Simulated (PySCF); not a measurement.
Positional isomers: quinoline fluoro+boryl. All species are isolated molecules in the gas phase. One relaxed conformer stands for each flexible species; it need not be the lowest. Strings in code marks are SMILES.

The numbers are results of PBE-D3(BJ)/def2-TZVP // B3LYP-D3(BJ)/def2-SVP (PySCF), not measurements. All candidates: neutral, multiplicity 1. Excitations are Tamm–Dancoff values on a coarser integration grid. The basis has no diffuse functions, so Rydberg states are missing or too high.

```
Property               Result
-------------------  --------
LUMO                 -3.23 eV
S1 excitation (TDA)   2.71 eV
HOMO–LUMO gap         2.68 eV
```

Task: Say which member has these values.
A) `Bc1c(F)ccc2cccnc12`
B) `Bc1cc2ccccc2nc1F`
C) `Bc1cc2cccnc2cc1F`
D) `Bc1ccc(F)c2cccnc12`

Result: A, `Bc1c(F)ccc2cccnc12`. The others give `Bc1cc2cccnc2cc1F`: -3.40 eV, 2.87 eV, 2.80 eV; `Bc1ccc(F)c2cccnc12`: -3.16 eV, 2.89 eV, 2.84 eV; `Bc1cc2ccccc2nc1F`: -3.46 eV, 3.14 eV, 2.85 eV
